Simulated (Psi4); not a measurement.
Psi4 input (wB97X-D/6-31G*):

```
memory 1500 MB

molecule {
0 2
C     1.42075400   -0.51585700   -0.20202500
B    -0.00957000    0.16411200    0.04147300
C    -1.34974800   -0.70176700   -0.10568400
O    -0.08276600    1.41926800    0.35866700
H     2.24790600    0.17807700   -0.07136700
H     1.53238900   -1.34937500    0.49519500
H     1.44422200   -0.92212800   -1.21579200
H    -1.30067100   -1.53948300    0.59371100
H    -1.38883800   -1.11223600   -1.11727600
H    -2.25107000   -0.12381900    0.08507900
symmetry c1
no_reorient
no_com
}

set {
  basis 6-31G*
  reference uks
  scf_type pk
  dft_radial_points 99
  dft_spherical_points 590
  e_convergence 1e-8
  d_convergence 1e-7
  maxiter 150
}

e = energy('wb97x-d')
print_out(f'\nFINAL {e:.10f} DIPOLE {variable("CURRENT DIPOLE")[0]:.6f} {variable("CURRENT DIPOLE")[1]:.6f} {variable("CURRENT DIPOLE")[2]:.6f}\n')
```

From the output:

```
      19A      0.224162    20A      0.237384    21A      0.249036
      22A      0.263577    23A      0.272254    24A      0.322087
      25A      0.342800    26A      0.455123    27A      0.552268
      28A      0.558138    29A      0.573916    30A      0.653255
      31A      0.656112    32A      0.753003    33A      0.760477
      34A      0.762610    35A      0.792644    36A      0.869534
      37A      0.943329    38A      0.955470    39A      0.983317
      40A      0.995231    41A      1.024062    42A      1.026937
      43A      1.068973    44A      1.112356    45A      1.210934
      46A      1.240855    47A      1.325191    48A      1.333704
      49A      1.532647    50A      1.569206    51A      1.608567
      52A      1.654854    53A      1.807030    54A      1.861983
      55A      1.863392    56A      1.953899    57A      1.993856
      58A      2.092897    59A      2.158631    60A      2.316033
      61A      2.323369    62A      2.386454    63A      2.417844
      64A      2.442686    65A      2.479105    66A      2.599674
      67A      2.819038    68A      2.996266    69A      3.635850
      70A      4.031897    71A      4.362413    72A      4.418900

    Final Occupation by Irrep:
              A
    DOCC [    15 ]
    SOCC [     1 ]
    NA   [    16 ]
    NB   [    15 ]

  @UKS Final Energy:  -179.84417239871902

   => Energetics <=

    Nuclear Repulsion Energy =            105.2989094676514270
    One-Electron Energy =                -451.4315630011888061
    Two-Electron Energy =                 183.8835862060685997
    DFT Exchange-Correlation Energy =     -17.5920874688471010
    Empirical Dispersion Energy =          -0.0030176024031423
    VV10 Nonlocal Energy =                  0.0000000000000000
    Total Energy =                       -179.8441723987190244

  UHF NO Occupations:
  HONO-2 :   14  A 1.9990661
  HONO-1 :   15  A 1.9985208
  HONO-0 :   16  A 1.0000000
  LUNO+0 :   17  A 0.0014792
  LUNO+1 :   18  A 0.0009339
  LUNO+2 :   19  A 0.0003680
  LUNO+3 :   20  A 0.0002916

Computation Completed

Properties will be evaluated at   0.000000,   0.000000,   0.000000 [a0]

Properties computed using the SCF density matrix

 Multipole Moments:

 ------------------------------------------------------------------------------------
     Multipole            Electronic (a.u.)      Nuclear  (a.u.)        Total (a.u.)
 ------------------------------------------------------------------------------------

 L = 1.  Multiply by 2.5417464519 to convert [e a0] to [Debye]
 Dipole X            :          0.0438305           -0.0000076            0.0438229
 Dipole Y            :         -0.7514595           -0.0000076           -0.7514670
 Dipole Z            :         -0.1898997           -0.0000057           -0.1899054
 Magnitude           :                                                    0.7763293

 ------------------------------------------------------------------------------------

FINAL -179.8441723987 DIPOLE 0.043823 -0.751467 -0.189905

*** Psi4 exiting successfully. Buy a developer a beer!
```

The geometry given is a B3LYP-D3(BJ)/def2-TZVP minimum.
